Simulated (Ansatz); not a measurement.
```yaml
atoms:
  - { symbol: Ge, position_ang: [0.0050, -0.0070, -0.0052] }
  - { symbol: H, position_ang: [0.8799, 0.8940, 0.8876] }
  - { symbol: H, position_ang: [0.8883, -0.8959, -0.8821] }
  - { symbol: H, position_ang: [-0.8958, 0.8858, -0.8928] }
  - { symbol: H, position_ang: [-0.8810, -0.8824, 0.8932] }
```

Basis set: cc-pVDZ (spherical functions). Left uncorrelated: 9 orbitals. Charge 0, multiplicity 1.

Computed with Ansatz (development build ahead of 0.2.0); each method stands on the lowest determinant of its kind that the runs found. Restricted open shells among the atoms or ions are ROHF, correlated in semicanonical orbitals with singles.

The atomization energy at this shape (free ground-state atoms in the same class of orbitals less the molecule, no zero-point energy) of singlet GeH4:

| method | atomization energy |
| --- | --- |
| RHF-MP2 | 11.77 eV |

**Question.** What does RHF give?

**Answer.** 9.74 eV.
